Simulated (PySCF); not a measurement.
A GIAO shielding run with PySCF 2.14.0 with density-fitted response routines (density fitting, non-relativistic, gas phase) on `[BH3-][N+](C)(C)CC(F)F`, C4H12BF2N:

```
$ OMP_NUM_THREADS=1 python probes_run.py task.json out

{"job": {"kind": "nmr", "xc": "PBE0", "basis": "pcSseg-1"}, "charge": 0, "multiplicity": 1}
B     -0.369986     1.607739    -0.132400
N     -0.448075    -0.030546    -0.019845
C     -1.556576    -0.499275    -0.872573
C     -0.724988    -0.415678     1.378548
C      0.795236    -0.652322    -0.518557
C      2.095198    -0.106103     0.034766
F      2.223379    -0.373974     1.355346
F      3.090986    -0.759292    -0.606834
H     -1.505255     2.004056     0.092291
H      0.427388     1.979952     0.716882
H      0.002334     1.841300    -1.278061
H     -1.397673    -0.134739    -1.894823
H     -1.609820    -1.600131    -0.867403
H     -2.493423    -0.076292    -0.492849
H     -0.827313    -1.509559     1.460944
H     -1.656675     0.073023     1.687286
H      0.088548    -0.069167     2.021607
H      0.777732    -1.739386    -0.327004
H      0.830586    -0.492001    -1.604140
H      2.210049     0.976105    -0.117957
```

Hardware: 1 thread of an Intel Xeon, shared host. The job also computes population analyses, field gradients.

(1) How large is the calculation?

(2) How long does it take, and how much memory does it need?

(3) And these other runs on the same molecule and hardware: GIAO shielding at CAM-B3LYP/pcSseg-1?

## Answers

(1) 66 electrons, 196 basis functions and 1006 auxiliary functions.

(2) 98 s of wall time, with 14 SCF cycles and 4 response iterations; peak memory 0.92 GiB. Times on a shared host scatter by some tens of per cent.

(3) CAM-B3LYP/pcSseg-1: 196 functions, 98 s.
